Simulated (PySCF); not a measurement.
Delta-SCF ions had no search for a lower state. Excitations are Tamm–Dancoff values on a coarser integration grid. The basis has no diffuse functions, so Rydberg states are missing or too high.

CH₄SeSi, SMILES `C=[SiH][SeH]` (C–Si–Se–H torsion 0°) (charge 0, multiplicity 1)

Level of theory: PBE0-D3(BJ)/def2-TZVP in PySCF 2.14.0.

| Item | Value |
|---|---|
| HOMO | -6.25 eV |
| dipole moment | 0.52 D |
| LUMO | -0.94 eV |
| HOMO–LUMO gap | 5.31 eV |
| S1 excitation (TDA) | 4.51 eV |
| S1 oscillator strength | 0.003 |
| brightest of the four lowest singlets (TDA) | 5.17 eV |
| T1 excitation (TDA) | 2.79 eV |
| S1–T1 gap (TDA) | 1.72 eV |
| vertical ionisation energy (Delta-SCF) | 8.10 eV |
| total energy | -2731.1012 Ha |
| cost | very roughly 60 core-seconds |

```xyz
7

C     -1.1062    -0.5156    -0.1063
Si     0.0888     0.6867    -0.1033
Se     2.1962     0.4935     0.6574
H     -2.0899    -0.2937    -0.5044
H     -0.9536    -1.5184     0.2717
H     -0.1187     2.0553    -0.6188
H      1.9834    -0.9078     1.0441
```
Charge 0, spin multiplicity 1.
